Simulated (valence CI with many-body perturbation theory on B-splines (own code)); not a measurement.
## Questions on Mo XII

Level of theory: valence CI with perturbative core correlation (CI+MBPT): three valence electrons over a frozen Dirac-Fock core [Ar] 3d10, radial functions for each j: 11 s, 11 p, 9 d, 7 f, 5 g, 2 h, 1 i, with the one-electron correlation potential Σ1 (screened to all orders), the two-electron term Σ2, the three-electron term Σ3, Breit, model QED; selected single and double excitations, second order for the rest, scaled by the run's own slope (own B-spline code, finite nucleus).

No measured spectrum was set against this ion. As an estimate, levels hold to about 250 cm⁻¹ or 0.2 % of their energy and the worst to 1 %, as in measured heavy ions of charge 2 to 7; those with d or f electrons hold less well.

Names give the largest LS component (configuration and term), which can be under half, so a name can repeat, a term be missing and a line seem to break the LS rules; names also repeat where a configuration has a term twice.

Rates and lifetimes use the calculated energies. Strong lines usually hold to 10 to 20 %, long lifetimes can be off by a factor of two.

(1) What is the ground level?

(2) How is the term 2P° of the ground level split?

(3) Among levels below 945640 cm⁻¹, which E1 lines absorb most strongly from the ground level?

(4) How well does LS coupling describe the low levels?

(5) Name the longest-lived excited levels whose lifetime is computed, and their main decay.

Results:

(1) 4s2.4p 2P°_1/2, composition 98 % 4s2.4p 2P°, g = 0.665.

(2) J = 1/2 at 0, J = 3/2 at 28468 cm⁻¹.

(3) to 4s2.4d 2D_3/2 at 23.58 nm, f = 1.06; to 4s.4p2 2P_1/2 at 33.65 nm, f = 0.477; to 4s.4p2 2D_3/2 at 38.12 nm, f = 0.238.

(4) Among the lowest 20 levels the leading LS term, summed over configurations, holds 86 % on average. For single configurations the figures are 82 % in LS and 77 % in jj coupling. Terms mix most in the J = 3/2 level at 493580 cm⁻¹, where the leading one holds 44 %.

(5) 4s2.4p 2P°_3/2 at 28468 cm⁻¹ lives 4.79 ms, mostly by M1 to 4s2.4p 2P°_1/2. The lifetime of 4s.4p.4d 4F°_9/2 is too uncertain to give, and may be longer.
